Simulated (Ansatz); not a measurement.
Z-matrix (Å, degrees):
```
Si
F 1 1.604
Si 1 2.343 2 105.8
O 1 1.633 2 110.7 3 -115.8
H 1 1.479 2 107.1 3 128.2
S 3 2.156 1 103.6 2 -73.6
H 3 1.486 1 115.4 2 48.9
H 3 1.485 1 111.9 2 174.8
H 4 0.962 1 115.9 2 80.5
H 6 1.345 3 94.5 1 60.9
```

The species carries charge 0 and has multiplicity 1.

Q: List the ωB97M-V/def2-TZVPP orbital energies in eV (the Gaussian-basis code of Ansatz). (Best estimate.)

A: Computed: Occupied: -2427.11, -1808.29, -1807.64, -677.48, -526.54, -221.10, -164.21, -164.14, -164.03, -149.20, -148.70, -103.36, -103.32, -103.29, -102.85, -102.79, -102.78, -36.03, -31.29, -23.55, -19.10, -17.76, -16.85, -15.51, -15.29, -14.38, -14.17, -13.25, -12.62, -12.38, -12.00, -10.83, -9.62. Lowest empty: 0.95, 1.62, 1.95, 2.58, 2.93, 3.20, 3.72, 3.88.
